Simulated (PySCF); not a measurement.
## A small calculation by hand: chemical shift, span and skew from a shielding tensor

CH3F2GaO, SMILES C[O][Ga]([F])[F]. Atoms are numbered in the order given.

```xyz
8

Ga     0.1828     0.2317     0.2219
F      1.5563     1.2336     0.5526
F     -1.0769     0.1421     1.4214
O      0.0573    -0.6728    -1.2776
C     -1.0604    -1.4988    -1.5709
H     -1.5516    -1.1384    -2.4905
H     -0.7149    -2.5313    -1.7478
H     -1.8111    -1.5180    -0.7613
```
Charge 0, spin multiplicity 1.

Geometry optimised at r2SCAN-D4/def2-SVP. The structure was generated by enumeration; whether it is a known compound was not checked. One conformer was computed; it need not be the lowest.

GIAO shieldings from PBE/pcSseg-1 in PySCF, non-relativistic, no solvent. The symmetric part of the tensor of C5 has the principal values 85.4, 92.0, 179.5 ppm. The same nucleus in TMS has σ = 182.0 ppm at this level (PySCF, at its B3LYP-D3(BJ)/def2-TZVP geometry).

Task: Work out the isotropic shielding, the ¹³C shift against TMS, the span and the skew.

Result: 
σ(iso) = (σ11 + σ22 + σ33)/3 = 119.0 ppm. δ = σ(ref) − σ(iso) = 182.0 − (119.0) = 63.0 ppm.
Span Ω = σ33 − σ11 = 94.1 ppm. Skew κ = 3(σ(iso) − σ22)/Ω = 0.86. Tumbling in solution averages the tensor to δ; in a static solid the shielding alone would spread this spin-1/2 line over Ω.
